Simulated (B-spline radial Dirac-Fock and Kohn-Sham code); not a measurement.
## X-ray form factors of promethium in several charge states

Model: Dirac-Fock orbitals of the configuration average with a finite nucleus. Program: a radial finite-basis atomic code.

Configurations: Pm⁵⁴⁺ [He] 2s2 2p3; Pm⁵⁵⁺ [He] 2s2 2p2; Pm⁵⁶⁺ [He] 2s2 2p1; Pm⁵⁷⁺ [He] 2s2; Pm⁵⁹⁺ 1s2. The first column is f₀ of Pm⁵⁴⁺, the others are differences from it.

```csv
s (Å⁻¹),Pm⁵⁴⁺,Δ Pm⁵⁵⁺,Δ Pm⁵⁶⁺,Δ Pm⁵⁷⁺,Δ Pm⁵⁹⁺
0,7.000,-1.000,-2.000,-3.000,-5.000
0.1,6.996,-0.999,-1.999,-2.998,-4.997
0.2,6.986,-0.997,-1.995,-2.992,-4.986
0.3,6.968,-0.994,-1.988,-2.983,-4.969
0.4,6.944,-0.990,-1.980,-2.970,-4.946
0.5,6.913,-0.984,-1.968,-2.953,-4.915
0.7,6.830,-0.969,-1.938,-2.909,-4.835
0.9,6.722,-0.949,-1.899,-2.851,-4.731
1.1,6.591,-0.925,-1.851,-2.780,-4.604
1.4,6.355,-0.881,-1.766,-2.653,-4.376
```

Values without a named source are computed, but for edge energies of neutral atoms, which are taken from tables.
